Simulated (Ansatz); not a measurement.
Cost and result up the ladder for VS₂ (the lowest doublet isomer of a short search) (3 atoms). Total charge 0; doublet. Geometry: PBE0-D4/def2-TZVP.

```
atom   x (Å)   y (Å)   z (Å)
  V1  -0.006  -0.037   0.741
  S2  -1.652  -0.325  -0.401
  S3   1.658   0.362  -0.340
```

Ansatz on 4 threads of Intel Xeon Platinum 8259CL on a shared host. Times are rough, and most runs start from the orbitals of an earlier one. No level here is sound enough to serve as a yardstick. Binding counts from free atoms at the same level (V quartet, S triplet; other spins of the atoms weren't run), without zero-point energy or a counterpoise term.

The 6-31G sets use Cartesian d functions. B3LYP takes the VWN-RPA correlation. The structure comes from a short search, and lower isomers may exist.

Run but left out: HF/STO-3G, HF/6-31G, LC-ωPBE/def2-TZVP, MP2/def2-TZVP, CCSD(T)/def2-TZVPD, CCSD(T)/def2-TZVPP (⟨S²⟩ 1.07 to 2.45, where a pure state has 0.75).

```tsv
level	functions	wall time	binding energy per atom (eV)	remarks
B3LYP-D4/6-31G	55	2.2 s	2.61	spin-contaminated (⟨S²⟩ 0.85)
PBE0-D4/def2-SVP	67	2.7 s	2.84	spin-contaminated (⟨S²⟩ 0.93)
CAM-B3LYP-D4/def2-TZVP	119	8.5 s	2.64	spin-contaminated (⟨S²⟩ 0.91)
B97M-V/def2-TZVP	119	9.5 s	3.07	spin-contaminated (⟨S²⟩ 0.84)
```
